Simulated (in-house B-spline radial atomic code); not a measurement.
Orbital energies and mean radii along the 19-electron series, configuration [Ar] 3d1. The effective charge is n√(-2ε), a non-relativistic measure. Computed with an all-electron radial atomic-structure program (B-spline basis): Dirac-Hartree-Fock, average of the configuration, finite nuclei.

```csv
ion,Z,energy of 2s1/2 (Eh),mean radius of 2s1/2 (bohr),energy of 2p1/2 (Eh),mean radius of 2p1/2 (bohr),effective charge of 2s1/2
Sb32+,51,-232.81,0.12083,-221.45,0.10219,43.156
Te33+,52,?,?,?,?,?
I34+,53,-256.37,0.11542,-244.41,0.097438,45.288
Xe35+,54,-268.64,0.11288,-256.36,0.095199,46.358
Cs36+,55,-281.23,0.11042,-268.64,0.093043,47.432
Ba37+,56,?,?,?,?,?
La38+,57,-307.4,0.10577,-294.17,0.088964,49.59
```

Question: Fill in the row of Te33+.

Answer: energy of 2s1/2 (Eh): -244.43; mean radius of 2s1/2 (bohr): 0.11807; energy of 2p1/2 (Eh): -232.77; mean radius of 2p1/2 (bohr): 0.099766; effective charge of 2s1/2: 44.22.

Question: Fill in the row of Ba37+.

Answer: energy of 2s1/2 (Eh): -294.15; mean radius of 2s1/2 (bohr): 0.10805; energy of 2p1/2 (Eh): -281.24; mean radius of 2p1/2 (bohr): 0.090967; effective charge of 2s1/2: 48.509.

Question: How does the screening of 2s1/2 change?

Answer: Z less the effective charge goes from 7.84 at Z = 51 to 7.41 at Z = 57.
